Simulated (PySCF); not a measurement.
SMILES [SiH2]([SiH2][Si](Cl)(Cl)Cl)N (GFN2-xTB optimised geometry):

```
13

N      2.968     0.570     1.085
Si     2.234    -0.550     0.000
Si    -0.105    -0.550     0.000
Si    -0.982     1.609     0.000
Cl    -0.599     2.568    -1.761
Cl    -2.968     1.848     0.350
Cl    -0.034     2.728     1.434
H      2.948     0.385     2.075
H      2.844     1.557     0.928
H      2.774    -1.848     0.414
H      2.764    -0.175    -1.315
H     -0.692    -1.247    -1.155
H     -0.706    -1.230     1.162
```

Method: PBE/def2-TZVP (PySCF).

Question: What are the frontier orbital energies and the dipole moment?

Answer: HOMO-2 -7.71 eV, HOMO-1 -7.35 eV, HOMO -6.08 eV, LUMO -1.95 eV, LUMO+1 -1.50 eV; dipole moment 1.61 D.

On the same geometry PBE0/def2-TZVP (PySCF) gives HOMO-2 -9.13 eV, HOMO-1 -8.57 eV, HOMO -7.37 eV, LUMO -1.16 eV, LUMO+1 -0.68 eV; dipole moment 1.66 D.

Meta-Löwdin charges at PBE/def2-TZVP: N1 -0.71, Si2 0.51, Si3 0.02, Si4 0.72, Cl5 -0.26, Cl6 -0.24, Cl7 -0.27, H8 0.24, H9 0.24, H10 -0.08, H11 -0.08, H12 -0.04, H13 -0.04.
